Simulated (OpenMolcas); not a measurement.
## 5d2 along the 70-electron sequence

```yaml
Program: OpenMolcas
Method: SS-CASPT2, IPEA 0.25 Eh, imaginary shift 0.1 Eh
Basis: ANO-R2
Scalar_Hamiltonian: X2C, finite nucleus
Spin-orbit_coupling: state interaction with AMFI integrals over the reference wave functions, term energies averaged over their components
```

Active space for each ion: 2 electrons in 10 orbitals (5d 6d); closed shells correlated by CASPT2: 5s 5p.

Computed levels in cm-1 above 3F2:

```
                               Level   Hf2+   Ta3+    W4+   Re5+   Os6+   Ir7+
                                 3F3   3510   5130   6900   8460  10510  12790
                                 3F4   6800   9480  12510  15130  18450  21880
                                 3P0   9670  11780  13550  14910  16630  17880
                                 3P1  11480  14510  17430  19800  22970  25840
                                 3P2  15120  18860  23960  28300  33820  39200
                                 1G4  15300  19650  23620  27420  32200  36860
                                 1S0  29540  36250  44350  51340  58750  65880
weight of 3F in the lowest level (%)     93     88     88     88     87     86
```

Mixed levels, with the weight of the term that names them: Hf2+ 3P2 (65 %), W4+ 3P2 (68 %), Re5+ 3P2 (63 %), Os6+ 3P2 (59 %), Ir7+ 3P2 (57 %).

Measured, with the error of the calculation in %. Measured levels: W4+ from the list in J. Phys. B 45, 065001 (2012); Os6+, Ir7+ from van het Hof, Joshi, Wyart and Sugar, J. Res. Natl. Inst. Stand. Technol. 100, 687 (1995).

```json
{"Level": "3F3", "W4+": "", "Os6+": "10308 (+2.0)", "Ir7+": "12672 (+0.9)"}
{"Level": "3F4", "W4+": "11519 (+8.6)", "Os6+": "", "Ir7+": "21615 (+1.2)"}
{"Level": "3P0", "W4+": "12839 (+5.6)", "Os6+": "15837 (+5.0)", "Ir7+": "17254 (+3.6)"}
{"Level": "3P1", "W4+": "16331 (+6.7)", "Os6+": "22098 (+3.9)", "Ir7+": "25221 (+2.4)"}
{"Level": "3P2", "W4+": "22615 (+5.9)", "Os6+": "33127 (+2.1)", "Ir7+": "38878 (+0.8)"}
{"Level": "1G4", "W4+": "22346 (+5.7)", "Os6+": "31274 (+3.0)", "Ir7+": "36253 (+1.7)"}
{"Level": "1S0", "W4+": "43110 (+2.9)", "Os6+": "57710 (+1.8)", "Ir7+": "65022 (+1.3)"}
```

The fine-structure level 3F4 changes by a factor of 3.22 from Hf2+ to Ir7+. Its fourth root runs 9.08, 9.87, 10.58, 11.09, 11.65, 12.16, with steps per unit of Z of 0.79, 0.71, 0.51, 0.56, 0.51; equal steps would mean a (Z - σ)^4 law with constant σ.

3P0 changes by a factor of 1.85 over the same range, with steps per unit of Z of +2110, +1770, +1360, +1720, +1250 cm-1.

CASPT2 does not keep the components of a term degenerate, so their means are used; among the terms shown or strongly mixed into the levels shown the widest spread is 510 cm-1 (5d2 1G, Os6+). Active for correlation alone: 6d; no level in the range computed is led by a configuration that fills it, so any true level of that kind is missing. Measured partners are found by configuration, term and J. A level has none where our copy of the source lacks it or the pairing is in doubt (some pairs that miss far off the trend of their configuration count as doubtful), and it then counts in no deviation. Only configurations of the active space appear.
